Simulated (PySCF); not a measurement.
Electronic absorption of ClH5SSi2

Species: ClH5SSi2.
Z-matrix (Å and degrees, PBE0-D3(BJ)/def2-SVP geometry), rows numbered from 1:
```
Si
S   1  2.1620
Si  2  2.1313  1   98.58
Cl  3  2.0717  2  110.96  1    53.46
H   1  1.4892  2  105.70  3   157.94
H   1  1.4929  2  109.61  3    38.88
H   1  1.4890  2  111.21  3   -82.74
H   3  1.4853  2  106.79  1   172.49
H   3  1.4875  2  111.51  1   -65.21
```

Method: TDDFT CAM-B3LYP/def2-SVPD, vertical, gas phase, core orbitals frozen in the response in PySCF 2.14.0, density-fitted response routines.

```tsv
state	E (eV)	λ (nm)	f	main configurations (H = HOMO, L = LUMO)
S1	6.17	200.9	0.0066	H→L (79%)
S2	6.36	195.1	0.021	H→L+1 (83%), H→L (8%)
S3	6.68	185.6	0.011	H→L+2 (69%)
S4	7.24	171.3	0.020	H→L+4 (78%)
S5	7.39	167.7	0.0026	H→L+3 (78%)
S6	7.50	165.4	0.041	H-1→L (62%)
S7	7.63	162.5	0.013	H-2→L (42%), H-2→L+1 (30%)
S8	7.71	160.8	0.085	H-1→L+1 (65%), H-1→L (10%)
S9	7.91	156.7	0.0043	H→L+5 (38%), H-2→L+1 (18%), H-1→L+2 (17%)
S10	8.09	153.3	0.0059	H→L+5 (27%), H-1→L+2 (18%), H→L+6 (10%)
```

Triplets (Tamm–Dancoff): T1 5.83 eV, H→L (86%); T2 5.92 eV, H→L+1 (80%), H→L+2 (9%); T3 6.37 eV, H→L+2 (65%), H→L+3 (9%), H→L+1 (8%); T4 6.86 eV, H→L+4 (48%), H-1→L+1 (16%), H-1→L (14%).

The lowest singlet comes at 201 nm (595 kJ/mol) in the ultraviolet; it is weak; its leading configuration is HOMO→LUMO (79%). The most intense listed level is S8 at 7.71 eV (161 nm, f = 0.085), 1.54 eV above S1. Löwdin shares by element: HOMO sulfur 70%, silicon 17%; LUMO silicon 36%, sulfur 25%, chlorine 12% (atoms not listed hold the other 28%). Orbital energies (eV): HOMO-3 -11.05, HOMO-2 -10.57, HOMO-1 -10.24, HOMO -9.07, LUMO 0.45, LUMO+1 0.62, LUMO+2 0.96. Weighted by f, the mean energy of these states is 7.39 eV. Of the 10 states listed, 6 reach f = 0.01 and none stays under 0.0005. The vertical ionisation energy (ΔSCF) is 9.84 eV, 1.76 eV above S10. The window holds the lowest 10 singlets.

One conformer stands for the species.
